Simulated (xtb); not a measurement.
HgI (SMILES [I][Hg]), doublet, at a GFN2-xTB geometry (such geometries of metal compounds can be far from the true shape) (the spin is typed, not shown lowest); GFN0-xTB with ALPB(acetone) (xtb).

Here is a job for xtb.
```
$ xtb mol.xyz --gfn 0 --uhf 1 --alpb acetone --json

# file mol.xyz
2

Hg    -0.00000000    -0.00000000    -1.18466166
I      0.00000000     0.00000000     1.78816854
```

It wrote (shortened):

```
   ID    Z sym.   atoms
    1   80 Hg     1
    2   53 I      2

           -------------------------------------------------
          |                Calculation Setup                |
           -------------------------------------------------

           -------------------------------------------------
          |                 G F N 0 - x T B                 |
           -------------------------------------------------

      * Solvation model:               ALPB
        Solvent                        acetone
        Parameter file                 internal GFN-FF/ALPB
        Dielectric constant                2.0700E+01
        Reference state                gsolv [1 M gas/solution]
        Free energy shift                  6.0874E-03 Eh       3.8199E+00 kcal/mol
        Temperature                        2.9815E+02 K
        Density                            7.9000E-01 kg/L
        Solvent mass                       5.8080E+01 g/mol
        Interaction kernel             P16
        Born radius scaling (c1)           2.0623E+00
        Born radii integrator          GBOBC
        Born offset                        0.0000E+00 a0       0.0000E+00 AA
        H-bond correction              true
        Ion screening                  false
        Surface tension                    1.0000E-05 Eh       1.5569E+01 dyn/cm
        Grid points                               230 per atom

          ...................................................
          :                      SETUP                      :
          :.................................................:
          :  # basis functions                  14          :
          :  # atomic orbitals                  13          :
          :  # shells                            5          :
          :  # electrons                         9          :
          :  electronic temp.          300.0000000     K    :
          :  accuracy                    1.0000000          :
          :  -> integral cutoff          0.2500000E+02      :
          :  -> integral neglect         0.1000000E-07      :
          ...................................................

         :::::::::::::::::::::::::::::::::::::::::::::::::::::
         ::                     SUMMARY                     ::
         :::::::::::::::::::::::::::::::::::::::::::::::::::::
         :: total energy              -4.410889799132 Eh    ::
         :: total w/o Gsasa/hb        -4.402457389830 Eh    ::
         :: gradient norm              0.007857190680 Eh/a0 ::
         :: HOMO-LUMO gap              8.079598315691 eV    ::
         ::.................................................::
         :: H0 energy                 -4.389845346344 Eh    ::
         :: repulsion energy           0.001071227383 Eh    ::
         :: electrostat energy        -0.021850379122 Eh    ::
         :: -> Gsolv                   0.000000000000 Eh    ::
         ::    -> Gsasa               -0.014519831957 Eh    ::
         ::    -> Gshift               0.006087422655 Eh    ::
         :: dispersion energy         -0.000265301049 Eh    ::
         :: short-range corr.          0.000000000000 Eh    ::
         :: add. restraining           0.000000000000 Eh    ::
         :: total charge              -0.000000000000 e     ::
         :::::::::::::::::::::::::::::::::::::::::::::::::::::

           -------------------------------------------------
          |                Property Printout                |
           -------------------------------------------------

    * Orbital Energies and Occupations

         #    Occupation            Energy/Eh            Energy/eV
      -------------------------------------------------------------
         1        2.0000           -0.6567331             -17.8706
         2        2.0000           -0.4767250             -12.9723
         3        2.0000           -0.4303844             -11.7114
         4        2.0000           -0.4303844             -11.7114
         5        1.0000           -0.4013914             -10.9224 (HOMO)
         6                         -0.1044717              -2.8428 (LUMO)
         7                         -0.1044717              -2.8428
         8                         -0.0505631              -1.3759
         9                         -0.0505631              -1.3759
        10                         -0.0276035              -0.7511
        11                          0.0131053               0.3566
        12                          0.0131053               0.3566
        13                          0.4270894              11.6217
      -------------------------------------------------------------
                  HL-Gap            0.2969198 Eh            8.0796 eV
             Fermi-level            0.0000000 Eh            0.0000 eV

     #   Z          covCN         q      C6AA      α(0)
     1  80 Hg       0.843     0.126   345.382    35.873
     2  53 I        0.843    -0.126   379.513    33.651

 Mol. C6AA /au·bohr⁶  :       1446.215664
 Mol. C8AA /au·bohr⁸  :     138789.863328
 Mol. α(0) /au        :         69.524016

Wiberg/Mayer (AO) data.
largest (>0.10) Wiberg bond orders for each atom

 ---------------------------------------------------------------------------
     #   Z sym  total        # sym  WBO       # sym  WBO       # sym  WBO
 ---------------------------------------------------------------------------
     1  80 Hg   0.920 --     2 I    0.920
     2  53 I    0.920 --     1 Hg   0.920
 ---------------------------------------------------------------------------

Topologies differ in total number of bonds
Writing topology from bond orders to xtbtopo.mol

 dipole moment from electron density (au)
     X       Y       Z
   0.0000   0.0000  -1.6493  total (Debye):    4.192

           -------------------------------------------------
          | TOTAL ENERGY               -4.410889799132 Eh   |
          | GRADIENT NORM               0.007857190680 Eh/α |
          | HOMO-LUMO GAP               8.079598315691 eV   |
           -------------------------------------------------

normal termination of xtb
```
